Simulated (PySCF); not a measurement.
Compound: C₃H₇ClF₂Si₂.
Cartesian coordinates in Å at the GFN2-xTB level; atoms count from 1:
```
atom  x, y, z in Å
F1    -3.9985    0.0706    0.2157
C2    -2.7332    0.5844    0.0155
Si3   -1.4662   -0.8312   -0.2569
Cl4   -1.7877   -1.7390   -2.0215
C5     0.2380    0.0126   -0.2873
F6     0.1719    1.3742   -0.3931
C7     1.4355   -0.5554   -0.2324
Si8    3.0823    0.3675   -0.3096
H9    -2.5018    1.1838    0.8996
H10   -2.8046    1.2568   -0.8446
H11   -1.5420   -1.8046    0.8289
H12    1.4397   -1.6319   -0.1517
H13    4.0382   -0.4104    0.4821
H14    3.5024    0.4201   -1.7119
H15    2.9217    1.7104    0.2397
```

The calculation used TDDFT CAM-B3LYP/def2-SVPD, vertical, gas phase, core orbitals frozen in the response (PySCF 2.14.0, density-fitted response routines).

Transition dipole moments from the ground state, in atomic units and in the frame of the coordinates above (overall signs are arbitrary), for the states with f of 0.002 or more among the lowest 7:

```csv
state,E (eV),μx,μy,μz
S1,6.297,-0.645,-0.067,-0.035
S2,6.376,1.564,0.054,0.064
S3,7.127,-0.171,-0.034,-0.039
S4,7.166,0.121,0.085,0.043
S5,7.466,-0.195,0.085,0.194
S6,7.726,-0.031,-0.163,-0.064
S7,7.822,0.085,0.266,0.042
```

**Question.** What oscillator strength does each state have?

**Answer.** f = (2/3) ΔE |μ|² with ΔE in hartree (27.2114 eV).

```tsv
state	|μ|² (au)	|μ| (D)	f
S1	0.421	1.65	0.065
S2	2.452	3.98	0.383
S3	0.032	0.45	0.006
S4	0.024	0.39	0.004
S5	0.083	0.73	0.015
S6	0.031	0.45	0.006
S7	0.080	0.72	0.015
```

**Question.** What angle do the transition dipoles of S1 and S5 make?

**Answer.** |cos θ| = |μa·μb| / (|μa| |μb|) = 0.61, so θ ≈ 53° (taken between 0 and 90°, since the signs are arbitrary).

**Question.** What peak molar absorption coefficient would the strongest computed level give as a lone Gaussian band 0.3 eV wide at half height?

**Answer.** ε(max) = 2.175×10⁸ f / FWHM, with the width in cm⁻¹. S2: 2.175×10⁸ × 0.3830 / 2420 ≈ 34000 L mol⁻¹ cm⁻¹.

One conformer stands for the species.
